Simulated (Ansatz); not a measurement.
```yaml
crystal:
  periodic: [false, false, false]
  atoms:
    - {symbol: N, position_ang: [-0.511075, 1.884679, -0.129020]}
    - {symbol: C, position_ang: [-0.193665, 0.663953, -0.041669]}
    - {symbol: B, position_ang: [1.162558, -0.070249, -0.498647]}
    - {symbol: O, position_ang: [1.012031, -1.386221, -0.189076]}
    - {symbol: Al, position_ang: [-0.607927, -1.210382, 0.486787]}
    - {symbol: H, position_ang: [-1.444217, 2.075607, 0.243603]}
    - {symbol: H, position_ang: [2.143399, 0.384643, -1.011729]}
    - {symbol: H, position_ang: [-1.468904, -2.399129, 1.083852]}
basis:
  gaussian: {orbitals: def2-TZVP}
total_charge: -1
magnetization: {spin_polarized: true, initial_magnetization: 2}
hamiltonian: {xc: {name: B2GP-PLYP}}
accuracy: high
output: {forces: true}
```

```sh
$ ansatz run in.yaml --threads 2 --pin off --events-out ev --progress --plain --max-ram 4352MiB
```

It prints (some lines left out):

```
Error: a molecule whose nuclei and cores have a total charge of 42 cannot have a net charge of -1 together with 2 unpaired electrons
```

In this input the number of unpaired electrons doesn't fit the electron count. The input was rejected before any iteration.
